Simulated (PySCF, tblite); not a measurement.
Isomers of C4H10FNSi. All values are computed: GFN2-xTB (tblite) harmonic vibrations without scaling, gas phase. Against measured fundamentals such values can be off by several per cent, at times by over 20. Modes of hydrogen on silicon can be 10 to 20 % off. One conformer each.

Electronic energies: PBE0/pcSseg-1 single points on the GFN2-xTB geometries (PySCF, gas phase).

| SMILES | electronic energy, lowest = 0 (kcal/mol) |
| --- | --- |
| C=N[Si@@H](CC)CF | 41.7 |
| C=N[SiH2][C@@H](C)CF | 43.8 |
| F[SiH2]NC1CCC1 | 0.0 |
| C=N[SiH2][C@@H](F)CC | 46.6 |
| CN1C[C@H](F)C[SiH2]1 | 23.9 |

Q: How do GFN2-xTB zero-point energies change the relative energies?

A: 
```
              SMILES  ZPE (kcal/mol)  of it from modes above 1550 cm⁻¹  electronic (kcal/mol)  with ZPE, lowest = 0 (kcal/mol)  lowest mode (cm⁻¹)  rings
      F[SiH2]NC1CCC1            85.0                              41.6                    0.0                              0.0                  45      1
CN1C[C@H](F)C[SiH2]1            84.2                              40.2                   23.9                             23.1                  95      1
    C=N[Si@@H](CC)CF            82.9                              44.0                   41.7                             39.7                  40      0
C=N[SiH2][C@@H](C)CF            82.1                              42.9                   43.8                             41.0                  34      0
C=N[SiH2][C@@H](F)CC            82.1                              43.0                   46.6                             43.7                  39      0
```

The zero-point energies span 2.9 kcal/mol, from `C=N[SiH2][C@@H](C)CF` to `F[SiH2]NC1CCC1`. The order is unchanged.

Q: And how do the electronic energies of GFN2-xTB itself compare?

A: `F[SiH2]NC1CCC1` 0.0; `CN1C[C@H](F)C[SiH2]1` 32.8; `C=N[Si@@H](CC)CF` 73.0; `C=N[SiH2][C@@H](C)CF` 63.4; `C=N[SiH2][C@@H](F)CC` 64.0 kcal/mol, lowest = 0. Against the energies above, taken from the same isomer `F[SiH2]NC1CCC1`, the largest difference is 31.3 kcal/mol.

Q: What do entropy and thermal enthalpy add at 298.15 K and 1 bar (rigid rotor, harmonic oscillator, one conformer each)?

A: 
```tsv
SMILES	point group	symmetry number	S (cal/(mol K))	H − H(0) (kcal/mol)	ZPE + H − H(0) − TS (kcal/mol)
F[SiH2]NC1CCC1	C1	1	92.4	5.95	63.4
CN1C[C@H](F)C[SiH2]1	C1	1	88.8	5.86	63.6
C=N[Si@@H](CC)CF	C1	1	100.8	7.09	60.0
C=N[SiH2][C@@H](C)CF	C1	1	97.9	6.79	59.7
C=N[SiH2][C@@H](F)CC	C1	1	97.4	6.79	59.9
```
